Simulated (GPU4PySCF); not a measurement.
Computed shifts of a molecule C13H10N2, B3LYP/pcSseg-1 run with GPU4PySCF, GIAO, gas phase, atoms alike by connectivity averaged where their shifts nearly agree, in ppm (number of nuclei): ¹³C: 153.3 (1), 148.0 (1), 145.7 (1), 140.0 (1), 136.9 (2), 133.6 (1), 130.2 (2), 130.1 (1), 129.4 (1), 129.2 (1), 114.7 (1). ¹⁵N: 300.8 (1), 204.2 (1). ¹H: 8.11 (1), 7.84 (1), 7.81 (1), 7.76 (1), 7.71 (2), 7.54 (1), 7.53 (1), 7.48 (1), 7.46 (1). References: ¹³C against TMS (σ = 181.3 ppm); ¹⁵N against NH3 (σ = 265.5 ppm); ¹H against TMS (σ = 31.68 ppm), references at their B3LYP-D3(BJ)/def2-TZVP geometries, non-relativistic (references run with PySCF on processors). The structure is a stationary point at r2SCAN-D4/def2-TZVP. Other conformers were not sampled.

Problem. Which molecule gave these data?
A. Cc1ccc(-c2ccc(C#N)cn2)cc1
B. c1ccc(-n2cnc3ccccc32)cc1
C. C#Cc1nc(-c2ccccc2)cnc1C

Solution. B, c1ccc(-n2cnc3ccccc32)cc1
